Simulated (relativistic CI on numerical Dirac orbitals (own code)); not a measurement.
## Inner-shell lines of Au LXXV

Computed by Dirac-Coulomb-Breit CI, KLI orbitals optimised for each configuration, a model potential for QED, unscaled Slater integrals (own radial code, finite nucleus).

Configuration list: 1s²2s²2p, 1s2s²2p², 1s2s²2p3p, 1s²2s2p², 1s2s2p³, 1s2s2p²3p. Levels of other configurations are missing.

The table holds the strongest lines. The upper levels have an inner-shell vacancy. Auger decay, open to those above the ionisation limit, is not computed, and radiative decays to configurations outside the model are missing too. Absolute energies can be off by a few tenths of a per cent, so close lines can change order. LS names give the leading component, which can be well under half, for lower levels too. Brackets number the levels in order of energy.

```csv
λ (Å),Upper,Lower,A (s⁻¹),gA (s⁻¹)
0.183054,1s2s2p³ ⁴P°5/2 [16],1s²2s2p² ²D5/2 [5],1.04e+16,6.24e+16
0.18294,1s2s2p³ ⁴P°5/2 [16],1s²2s2p² ⁴P3/2 [4],1.23e+16,7.37e+16
0.182898,1s2s2p³ ⁴D°7/2 [24],1s²2s2p² ⁴P5/2 [8],1.54e+16,1.24e+17
0.182852,1s2s2p³ ⁴P°3/2 [27],1s²2s2p² ²S1/2 [9],1.56e+16,6.23e+16
0.182839,1s2s²2p² ²D5/2 [12],1s²2s²2p ²P°3/2 [3],1.58e+16,9.47e+16
0.177772,1s2s2p³ ⁴D°7/2 [24],1s²2s2p² ²D5/2 [5],7.59e+15,6.07e+16
0.177746,1s2s2p³ ²P°3/2 [17],1s²2s2p² ⁴P1/2 [2],2.22e+16,8.86e+16
0.177596,1s2s2p³ ²P°1/2 [18],1s²2s2p² ⁴P1/2 [2],2.74e+16,5.47e+16
0.177552,1s2s²2p² ²P1/2 [14],1s²2s²2p ²P°1/2 [1],2.86e+16,5.72e+16
0.177533,1s2s2p³ ²D°3/2 [30],1s²2s2p² ²D3/2 [7],2.84e+16,1.13e+17
0.177483,1s2s2p³ ²D°5/2 [26],1s²2s2p² ²D5/2 [5],2.68e+16,1.61e+17
0.17747,1s2s2p³ ⁴S°3/2 [25],1s²2s2p² ⁴P3/2 [4],3.29e+16,1.32e+17
0.177425,1s2s²2p² ²D3/2 [15],1s²2s²2p ²P°1/2 [1],2.36e+16,9.44e+16
0.177422,1s2s2p³ ⁴P°3/2 [27],1s²2s2p² ²D5/2 [5],1.61e+16,6.44e+16
0.177387,1s2s2p³ ⁴P°5/2 [34],1s²2s2p² ⁴P5/2 [8],2.06e+16,1.23e+17
0.177332,1s2s2p³ ²D°5/2 [31],1s²2s2p² ²D3/2 [7],9.88e+15,5.93e+16
0.177317,1s2s2p³ ²P°1/2 [36],1s²2s2p² ²P3/2 [10],3.67e+16,7.35e+16
0.177286,1s2s²2p² ²P3/2 [21],1s²2s²2p ²P°3/2 [3],4.23e+16,1.69e+17
0.177161,1s2s2p³ ²P°3/2 [35],1s²2s2p² ⁴P5/2 [8],3.09e+16,1.23e+17
0.17711,1s2s2p³ ²P°3/2 [37],1s²2s2p² ²P3/2 [10],2.06e+16,8.22e+16
```
